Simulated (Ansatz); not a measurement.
Computed with Ansatz on PBE0-D4/def2-TZVP structures; ΔE is electronic, products minus reactants. CCSD(T)/CBS is the MP2 limit (def2-TZVPP, def2-QZVPP) plus CCSD(T) − MP2 in def2-TZVPP, frozen cores. This one scheme is used for every species. DFT in def2-TZVPP. B3LYP here is the variant with VWN-RPA as its local correlation; programs differ in this. Each species was taken in one conformer, which may not be the lowest.

Reaction (hydrogenolysis of the Si–C bond): `CC[SiH2]PO` + H₂ → `OP[SiH3]` + `CC`

CCSD(T)/CBS gives -23.6 kJ/mol.

Task: Another level gave -34.5 kJ/mol. Which?
A. B2PLYP/def2-TZVPP
B. B3LYP-D4/def2-TZVPP
C. B3LYP/def2-TZVPP
D. HF/def2-TZVPP

Result: A. B2PLYP -34.5, B3LYP-D4 -26.7, HF/def2-TZVPP -57.1, B3LYP -42.8 kJ/mol.

Largest T1 diagnostic among the species: 0.013.

The D4 term adds +16.1 kJ/mol with B3LYP and +9.2 kJ/mol with PBE0; it sums over pairs of atoms, weighted by their polarisabilities, and B3LYP, whose exchange is more repulsive, gets the larger term. In def2-TZVPP, CCSD(T) changes the Hartree–Fock value by +30.6 kJ/mol (the triples alone add +5.8 kJ/mol) and MP2 by +37.6 kJ/mol.
